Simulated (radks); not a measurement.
Results of a calculation; reference values are marked as such.
How relativity changes the ionisation of the phosphorus ion P9+ ([He] 2s2 2p2) to P10+ ([He] 2s2 2p1). Spin-unpolarised spherical Kohn-Sham, BLYP, point nucleus unless stated (finite: rms radius 3.1889 fm), a radial shooting solver on a logarithmic mesh with Libxc functionals. A level marked "c x" has the speed of light scaled by that factor and shares open shells by 2j + 1; other Dirac levels either fill j = l - 1/2 first or share by 2j + 1.

| level | E(P9+) (hartree) | E(P10+) (hartree) | IE (eV) | HOMO | <r> HOMO (bohr) |
|---|---|---|---|---|---|
| non-rel. | -291.64531 | -276.15991 | 421.38 | 2p | 0.4114 |
| scalar-rel. | -292.46520 | -276.96582 | 421.76 | 2p | 0.4108 |
| scalar-rel., finite nucleus | -292.46492 | -276.96554 | 421.76 | 2p | 0.4108 |
| Dirac, 2j+1 shares | -292.46545 | -276.96595 | 421.76 | 2p3/2 | 0.4113 |
| Dirac, low j first | -292.52840 | -276.99988 | 422.55 | 2p1/2 | 0.4098 |
| Dirac, 2j+1 shares, finite nucleus | -292.46518 | -276.96567 | 421.76 | 2p3/2 | 0.4113 |
| Dirac, c x 0.75 | -293.11013 | -277.59958 | 422.06 | 2p3/2 | 0.4111 |
| Dirac, c x 10 | -291.65346 | -276.16792 | 421.38 | 2p3/2 | 0.4114 |
| Dirac, c x 100 | -291.64539 | -276.15999 | 421.38 | 2p3/2 | 0.4114 |

NIST Atomic Spectra Database: 424.4 eV (semi-empirical). The relativistic part of the total energy of P9+ is -0.8199 hartree (Dirac, 2j+1 shares, finite nucleus), 0.28 % of the non-relativistic value. Spin polarisation and multiplet splitting of open shells are left out at every level.

Beside tabulated values, note that spin-unpolarised runs miss the spin-polarisation part of the exchange energy of open shells.
